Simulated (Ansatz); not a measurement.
Saddle point of SiN$_{2}$H$_{9}$F, singlet (SiNH₅ ([NH2][SiH3]) + NH₃ + HF → SiN₂H₆ ([NH2][SiH2][NH2]) + HF + H₂; bonds formed: Si1–N7, H2–H8, H6–F9; bonds broken: Si1–H2, H6–N7, H8–F9), PBE0-D4/def2-TZVP structure:

```json
{"atom": "Si1", "x (Å)": "-0.4266", "y (Å)": "-0.5685", "z (Å)": "0.5434"}
{"atom": "H2", "x (Å)": "0.8481", "y (Å)": "0.7480", "z (Å)": "0.9888"}
{"atom": "H3", "x (Å)": "-1.4732", "y (Å)": "-1.5865", "z (Å)": "0.1529"}
{"atom": "H4", "x (Å)": "0.3916", "y (Å)": "-1.3336", "z (Å)": "1.5158"}
{"atom": "N5", "x (Å)": "-1.4690", "y (Å)": "0.7489", "z (Å)": "0.7796"}
{"atom": "H6", "x (Å)": "1.2140", "y (Å)": "0.1411", "z (Å)": "-1.1527"}
{"atom": "N7", "x (Å)": "0.4570", "y (Å)": "-0.6421", "z (Å)": "-1.1133"}
{"atom": "H8", "x (Å)": "1.3957", "y (Å)": "1.0453", "z (Å)": "0.2754"}
{"atom": "F9", "x (Å)": "2.0224", "y (Å)": "1.2359", "z (Å)": "-0.7543"}
{"atom": "H10", "x (Å)": "-1.1622", "y (Å)": "1.6502", "z (Å)": "1.1014"}
{"atom": "H11", "x (Å)": "-2.4677", "y (Å)": "0.6236", "z (Å)": "0.7713"}
{"atom": "H12", "x (Å)": "-0.2182", "y (Å)": "-0.5098", "z (Å)": "-1.8607"}
{"atom": "H13", "x (Å)": "0.8879", "y (Å)": "-1.5525", "z (Å)": "-1.2475"}
```

Energies are electronic, without zero-point energy. Barriers and step energies count from the start structure reached by relaxing down the imaginary mode; all methods use the PBE0-D4 structures, on which another method's saddle can fall below an end. Ansatz 0.2.0; basis: def2-TZVPP, with def2-QZVPP for the basis limit; cores frozen in the correlated methods. B3LYP uses VWN-RPA correlation. Extrapolation: Hartree–Fock as exp(−7.88 √X), correlation as X^−2.97.

```csv
method,barrier (kcal/mol),step energy (kcal/mol)
SPW92,8.75,-7.14
PBE-D4,18.46,-7.12
BLYP-D4,21.94,-8.19
r2SCAN-D4,20.57,-8.33
B97M-V,23.68,-6.77
PBE0-D4,22.55,-6.89
B3LYP-D4,25.00,-7.68
r2SCAN0-D4,23.85,-7.85
BHLYP-D4,29.75,-7.26
CAM-B3LYP-D4,25.52,-7.40
wB97X-V,?,-7.22
wB97M-V,26.06,-7.68
B2PLYP,?,-7.07
PBE-QIDH,25.87,-7.27
RPA on PBE,28.99,-6.71
HF,44.64,-4.94
MP2,?,-8.85
CCSD,31.17,-6.69
CCSD(T),28.43,-7.31
```

Fill in the withheld barriers. (Judge from chemistry; the value comes from the calculation.)

Computed: wB97X-V 26.60; MP2 26.66; B2PLYP 27.62 kcal/mol. Each is the energy of the saddle less that of the start structure, by the same method.

For comparison, the barrier by CCSD(T) at an estimated basis limit (MP2 extrapolated from triple and quadruple zeta, plus CCSD(T) − MP2 in triple zeta) is 27.52 kcal/mol.

No T1 diagnostic of these runs exceeds 0.012.

Labels in which every atom is bracketed show which atoms are joined, not bond orders.

For scale, one of the runs: CCSD(T)/def2-TZVPP, 261 basis functions, launched by `ansatz run in.yaml --threads 8 --pin off --events-out ev --progress --plain --max-ram 19148MiB`. Time: 94 s of wall clock on 8 CPU threads of an Arm Neoverse V1; the host was shared. Peak host memory: 6.4 GiB.
